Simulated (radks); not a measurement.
Initial-state core-level shifts of neutral copper when its valence configuration changes from [Ar] 3d10 4s1. Calculated with a radial shooting solver on a logarithmic mesh with Libxc functionals: scalar-relativistic Kohn-Sham, r2SCAN, spin-unpolarised, spherical densities, finite nucleus; meta-GGA in the generalised Kohn-Sham scheme; Fermi nuclear charge, rms radius 3.8823 fm. Shifts are changes of the shell-averaged eigenvalues in eV (positive: less bound); the change of the density at the nucleus, which sets a Mossbauer isomer shift, is in e/bohr^3, on a base of 2.239e+04.

| valence | 1s | 2s | 3s | 3p | density at nucleus |
|---|---|---|---|---|---|
| 3d10 4p1 | -2.237 | -2.074 | -2.248 | -2.269 | -6.950 |
| 3d10 4s0.5 4p0.5 | -1.213 | -1.131 | -1.218 | -1.229 | -3.303 |
| 3d9 4s1 4p1 | -7.627 | -8.091 | -7.684 | -7.544 | +3.274 |
| 3d8 4s1 4p2 | -16.368 | -17.576 | -16.155 | -15.808 | +7.895 |
| 3d9.5 4s1 4p0.5 | -3.698 | -3.894 | -3.758 | -3.699 | +1.504 |
| 3d9 4s2 | -5.449 | -6.035 | -5.514 | -5.367 | +11.012 |
| 3d8 4s2 4p1 | -14.517 | -15.819 | -14.328 | -13.981 | +17.735 |
| 3d9.5 4s0.5 4p1 | -4.747 | -4.871 | -4.809 | -4.757 | -2.266 |
| 3d9 4p2 | -9.511 | -9.853 | -9.564 | -9.431 | -5.382 |
